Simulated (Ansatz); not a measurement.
Molecule: trichloro(fluoro)silane, sum formula SiCl₃F, net charge 0, singlet state. 
Geometry from a B3LYP-D3(BJ)/def2-TZVP (Ansatz, a program for electronic structure) optimisation:
```xyz
5

Si    -0.0053    -0.0172     0.2458
F     -0.0394    -0.1275     1.8223
Cl     1.7954    -0.6816    -0.4000
Cl    -0.2722     1.9249    -0.2624
Cl    -1.4979    -1.1616    -0.5048
```

Wanted: atomisation energy (electronic, to ground-state atoms), in kcal/mol. Correlated levels leave the core frozen unless marked. UHF or UKS for open shells. No spin-orbit coupling. Non-relativistic. The coupled-cluster limit lacks core correlation, which all-electron functionals hold. CBS marks a two-point X^-3 extrapolation of the correlation energy; Hartree-Fock from the larger set (for Q and 5 zeta extrapolated as (X+1)exp(-9√X)).

```tsv
level	program	atomisation energy (kcal/mol)
SVWN5/def2-TZVPD	Ansatz	…
B2GP-PLYP-D3(BJ)/def2-TZVPD	Ansatz + dftd3	…
SCS-MP2/aug-cc-pV(D+d)Z	Ansatz	401.1
SCS-MP2/aug-cc-pV(Q+d)Z	Ansatz	439.0
SCS-MP2/cc-pV(5+d)Z	Ansatz	441.7
CCSD(T)/CBS(cc-pV(Q+d)Z,cc-pV(5+d)Z)	Ansatz	436.7
```

### Question
What belongs in the gaps?

### Answer

- SVWN5/def2-TZVPD, atomisation energy (kcal/mol): 495.5
- B2GP-PLYP-D3(BJ)/def2-TZVPD, atomisation energy (kcal/mol): 427.0
